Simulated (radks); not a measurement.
Q: Species: Ba II. Configuration: [Xe] 6s1. All-electron calculation, non-relativistic Kohn-Sham, exchange-only B88, spin-polarised, spherical densities, point nucleus; open shells are filled with parallel spins first (spin-orbit coupling, left out, can overturn this in heavy ions); relativity is left out, which matters for an element this heavy. Program: a radial shooting solver on a logarithmic mesh with Libxc functionals. Some entries of the table are withheld. Estimate them.

orbital,occ.,eigenvalue (hartree),<r^2> (bohr^2)
1s up,1,-1307.385,0.0009840
1s down,1,-1307.385,0.0009840
2s up,1,-201.1842,0.01590
2s down,1,-201.1840,0.01590
2p up,3,-189.8557,0.01190
2p down,3,-189.8556,0.01190
3s up,1,-42.55590,0.1071
3s down,1,-42.55566,0.1071
3p up,3,-37.70858,0.1017
3p down,3,-37.70834,0.1017
3d up,5,-28.68123,0.08406
3d down,5,-28.68103,0.08406
4s up,1,-8.43169,0.5586
4s down,1,-8.43116,0.5586
4p up,3,-6.66291,0.6029
4p down,3,-6.66233,0.6028
4d up,5,(1),0.7358
4d down,5,(2),0.7356
5s up,1,-1.31460,(3)
5s down,1,-1.31198,(4)
5p up,3,-0.85775,4.290
5p down,3,-0.85295,4.212
6s up,1,(5),22.90

A: 
(1) 4d up eigenvalue (hartree): -3.58727
(2) 4d down eigenvalue (hartree): -3.58652
(3) 5s up <r^2> (bohr^2): 3.285
(4) 5s down <r^2> (bohr^2): 3.265
(5) 6s up eigenvalue (hartree): -0.26786
